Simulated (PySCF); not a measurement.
C$_{2}$H$_{6}$Cd, triplet (typed; the unrestricted solution is spin-contaminated), geometry from GFN2-xTB (such geometries of metal compounds can be far from the true shape) (a higher spin typed on purpose: for a closed-shell molecule this is an excited state) (core potentials on Cd). Base run: HF/def2-SV(P) in PySCF.

PySCF was given this input:
```python
from pyscf import gto, scf

mol = gto.Mole()
mol.atom = '''
    Cd   -0.36325302    0.07893351   -0.41629518
    C     2.28467637    0.01929830   -0.08211532
    H     2.50835171   -0.91916368    0.40214515
    H     2.51068612    0.88762008    0.51971244
    H     2.64433135    0.08518212   -1.10102879
    C    -0.42640814   -0.42125665    2.20737359
    H    -0.76316033   -1.44964137    2.22979478
    H    -1.16650401    0.29149125    2.54836522
    H     0.55283081   -0.27254651    2.63163046
'''
mol.basis = 'def2-sv(p)'
mol.ecp = {'Cd': 'def2-sv(p)'}
mol.spin = 2
mol.verbose = 4
mol.build()

mf = scf.UHF(mol)
mf.kernel()
```

The base run was repeated with changes; each row names its change, and settings that it needs were set with it.

| change | ΔE vs base (µEh) | SCF cycles | <S^2> | outcome |
|---|---|---|---|---|
| base | 0.0 | 15 | 2.122 | converged |
| solver = newton | 0.0 | - | 2.122 | converged |
| solver = newton; init_guess = 1e | 0.0 | - | 2.122 | converged |
| DIIS = EDIIS | - | 50 | - | not converged |
| conv_tol = 1e-7 | 0.0 | 10 | 2.122 | converged |
| conv_tol = 1e-11 | 0.0 | 18 | 2.122 | converged |
| init_guess = huckel | 0.0 | 15 | 2.122 | converged |
| diis_space = 2 | 0.0 | 19 | 2.122 | converged |
| diis_space = 20 | 0.0 | 14 | 2.122 | converged |
| conv_tol = 1e-12 | 0.0 | 19 | 2.122 | converged |
| conv_tol = 1e-6 | 0.0 | 9 | 2.123 | converged |
| diis = off; damp = 0.6 (with mf.diis_start_cycle = 200; with mf.max_cycle = 150) | 0.0 | 55 | 2.122 | converged |
| DIIS = ADIIS | 0.0 | 22 | 2.122 | converged |

Open shells are given as the SCF converged; they aren't shown to be the lowest states, and a large step between rows can be another state.
